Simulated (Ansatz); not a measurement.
Basis-set series for `CC[O][Hf]([F])([O]CC)[O]CC`. Total charge 0; spin multiplicity 1. Hf takes the def2 core potential. The geometry is a stationary point of PBE0-D4/def2-TZVP. It is one conformer, not always the lowest.

```tsv
functional	basis	functions	energy (Eh)	HOMO (eV)	LUMO (eV)
PBE0-D4	def2-SVP	247	-610.43313	-7.72	0.34
PBE0-D4	def2-TZVPP	576	-611.09497	-7.78	0.15
ωB97M-V	def2-SVP	247	-610.73241	-10.07	1.58
ωB97M-V	def2-TZVPP	576	-611.41990	-10.13	1.29
```

(1) Give the rows for def2-QZVPP. (Best estimate.)

Results:

(1) Computed: 
```tsv
functional	basis	functions	energy (Eh)	HOMO (eV)	LUMO (eV)
PBE0-D4	def2-QZVPP	1101	-611.12660	-7.79	-0.05
ωB97M-V	def2-QZVPP	1101	-611.45010	-10.15	0.85
```

Positive LUMOs are unbound and depend on the basis.
